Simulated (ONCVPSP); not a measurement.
# Before and after: ONCV potential for thulium

ONCVPSP 4.0.1 input, shortened (lines: element, Z, core and valence counts, functional; n l f; lmax; l rc ep ncon nbas qcut; lloc lpopt rc5 dvloc0; l nproj debl; icmod fcfact rcfact), PBEsol, scalar-relativistic:

```
  Tm 69.00   10    4  -116133      upf
    1    0    2.00
    2    0    2.00
    2    1    6.00
    3    0    2.00
    3    1    6.00
    3    2   10.00
    4    0    2.00
    4    1    6.00
    4    2   10.00
    4    3   12.00
    5    0    2.00
    5    1    6.00
    5    2    1.00
    6    0    2.00
    2
    0    2.00    0.00    4    7    4.70
    1    1.70    0.00    4    9    6.50
    2    3.25    0.00    5    9    5.60
    4    5    1.20    4.00
    0    3    3.50
    1    3    3.30
    2    2    3.00
    3    1.75    1.75
```

All-electron outer shells of the reference configuration (PBEsol, scalar-relativistic, ld1.x):

| shell | level (eV) | outermost node (bohr) | outermost maximum (bohr) |
| --- | --- | --- | --- |
| 5s | -57.69 | 0.59 | 1.08 |
| 5p | -30.40 | 0.63 | 1.24 |
| 4f | -9.60 | – | 0.49 |
| 6s | -4.51 | 1.46 | 3.13 |
| 5d | -1.99 | 0.71 | 1.87 |

Change: s: qcut 7.2.

Cutoffs: the cutoffs (Ha) at which the residual kinetic energy of the hardest occupied pseudo-wave falls to 1 and 0.1 mHa per electron; they do not see the model core or the augmentation charge, which bear on the density cutoff. Errors are all-electron minus pseudo energies relative to the spin-unpolarised reference configuration.

Predict the effect on cutoff, ghosts and configuration errors.

The potential gets softer (16 Ha and 25 Ha → 16 Ha and 20 Ha); of the 3 tests that both files solve, the error grows in 0 and shrinks in 2 by more than 15 % and 0.3 meV (median size 3.0 → 2.5 meV); neither file shows a bound ghost.

| quantity | base | changed |
| --- | --- | --- |
| cutoff, loose | 16 Ha | 16 Ha |
| cutoff, tight | 25 Ha | 20 Ha |
| loose cutoff by channel | s 9.3 Ha, p 16 Ha, d 8.7 Ha | s 16 Ha, p 16 Ha, d 8.7 Ha |
| bound ghosts | none | none |
| GHOST(+) flags under 300 eV | s at 261.2 eV | s at 281.5 eV |
| tests counted as reliable (solved cleanly; for ONCVPSP, near-neutral configurations with less than one 5d electron left out) | 3 of 4 | 3 of 4 |
| error for 5s2 5p6 5d1 6s1, meV [ΔE 7.17 eV] | -3.0 | -2.5 |
| error for 5s2 5p6 5d1 6s0, meV [ΔE 20.05 eV] | -11 | -7.2 |
| error for 5s2 5p6 5d1 6s1.5, meV [ΔE 2.91 eV] | -0.9 | -0.8 |
| s: phases at 2.03 bohr within 0.05 rad from the reference energy up to (Ha; the scan ends near 5) | to the end of the scan | to the end of the scan |
| p: phases at 1.73 bohr within 0.05 rad from the reference energy up to (Ha; the scan ends near 5) | to the end of the scan | to the end of the scan |
| d: phases at 3.30 bohr within 0.05 rad from the reference energy up to (Ha; the scan ends near 5) | to the end of the scan | to the end of the scan |
| rms error of d²Exc/dni dnj with the model core, mHa | 1.47 | 1.14 |
